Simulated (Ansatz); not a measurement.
```yaml
crystal:
  periodic: [false, false, false]
  atoms:
    - {symbol: F, position_ang: [-1.781113, -0.699583, 1.290432]}
    - {symbol: B, position_ang: [-0.726152, -0.420052, 0.576950]}
    - {symbol: C, position_ang: [0.706106, 0.062801, 0.524634]}
    - {symbol: C, position_ang: [-0.152087, -0.070047, -0.784642]}
    - {symbol: Cl, position_ang: [-0.663505, 1.397553, -1.609829]}
    - {symbol: H, position_ang: [1.576204, -0.585856, 0.553616]}
    - {symbol: H, position_ang: [0.919346, 1.069753, 0.878982]}
    - {symbol: H, position_ang: [0.213402, -0.811668, -1.485843]}
basis:
  gaussian: {orbitals: def2-TZVP, point_charges: [{charge: 1.00, position_ang: [6.185, -0.423, 0.215]}]}
hamiltonian: {xc: {name: CAM-B3LYP}, dispersion: d3bj}
```

```sh
$ ansatz run in.yaml --threads 2 --pin off --events-out ev --progress --plain --max-ram 4352MiB
```

It prints (some lines left out):

```
Functional definition: CAM-B3LYP
1080 factors; their error is unknown
263 factors; integrals over basis functions are off by at most 1.1e-5 eV
mean field evaluation 1: about -18033.8948 eV, gradient 5.1e1 eV
mean field evaluation 2: about -18034.1967 eV, gradient 4.9e1 eV
mean field evaluation 4: about -18039.2602 eV, gradient 1.8e0 eV
mean field evaluation 8: about -18039.2853 eV, gradient 6.7e-2 eV
mean field evaluation 16: about -18039.2853 eV, gradient 6.9e-5 eV
mean field -18039.28531675 eV, -662.9315079238 hartree, gradient 6.9e-5 eV, S^2 0.000000; 0 other end points of the search recorded, 0 dependent functions left out
reference -18039.28544022 eV, -662.9315124614 hartree; 23, 23 occupied and 156, 156 virtual orbitals, 1080 factors
Total energy: -18039.40770225 eV, -662.9360055080 hartree
```

Run time 3.5 s (2 threads of an Arm Neoverse V1 on a shared host); peak host memory 0.43 GiB.
